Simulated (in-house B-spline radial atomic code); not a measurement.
Values are calculated unless marked as measured or tabulated.
## Ne in an electron gas of r_s = 2.2: phase shifts, screening, friction and resistivity

A nucleus sits in a uniform electron gas with a rigid positive background. The Kohn-Sham equations are solved self-consistently in the spin-unpolarised LDA (PW92), non-relativistic, on B-splines with outgoing waves at the boundary and partial waves to l = 8. The model has no lattice, no bands and no magnetic solution. Atomic units; δ_l are the phase shifts at the Fermi level, counted so that each bound state adds π, and good to about 0.0005.

The density parameter is r_s = 2.2 bohr, near that of the valence electrons of Ga (3 per atom, density 5.91 g/cm³, mass 69.72 u, which gives r_s = 2.19).

```tsv
l	δ_l (rad)
0	5.5880
1	3.0267
2	0.1635
3	0.0256
4	0.0038
5	0.0007
6	0.0001
7	0.0000
8	0.0000
```

Bound levels below the band bottom (hartree): s -30.07, s -1.152, p -0.3285.

Task: Check the Friedel sum rule, and say where the screening charge sits.

Result: k_F = (9π/4)^(1/3)/r_s = 0.87234. The rule is Z = (2/π) Σ (2l + 1) δ_l. The terms are s 3.557, p 5.781, d 0.520, f 0.114 and 0.028 beyond, in all 10.000 against Z = 10. Bound states hold 4 s, 6 p, 0 d electrons, so the scattering states carry 0.00 in all; where a term is smaller than its bound count, the bound level has drawn weight out of the band.

Task: Find the transport cross section and the electronic stopping of a 1 keV Ne ion (mass 20.18 u).

Result: σ_tr = (4π/k_F²) Σ (l + 1) sin²(δ_l − δ_(l+1)). The terms for l = 0 to 3 are 0.3006, 0.1510, 0.0567, 0.0019, all together 0.5103, so σ_tr = 16.513 × 0.5103 = 8.426 bohr². With n = 3/(4π r_s³) = 0.02242, the friction coefficient is Q = n k_F σ_tr = 0.1648. For v well below v_F = 0.872, dE/dx = Q v; with 24801 eV per u at v = 1, v = √(1000/(24801 × 20.18)) = 0.0447, so dE/dx = 0.00737 hartree/bohr = 3.79 eV/nm. The largest term couples the s and p waves.

Task: What residual resistivity would 1 atomic per cent of such centres give in Ga?

Result: Δρ = k_F n_i σ_tr/n in atomic units of 21.74 μΩ·cm. With one host atom per 3 electrons, n_i/n = 0.01/3, so Δρ = 0.8723 × 0.00333 × 8.426 × 21.74 = 0.53 μΩ·cm. This is an atom added to the gas, as on an interstitial site.

Task: On a substitutional site the background of one host ion, a sphere holding 3 charges, is taken out. The phase shifts for l = 0 to 4 become 4.8656, 2.4714, -0.1658, -0.0479, -0.0104. What follows?

Result: The Friedel sum is now 7.00, for Z − 3 = 7. The sum in σ_tr is 0.9767, so σ_tr = 16.13 bohr² and Δρ = 1.02 μΩ·cm per atomic per cent, 1.91 times the value above. A real host ion scatters too, so this model doesn't give zero even for the host's own atom.
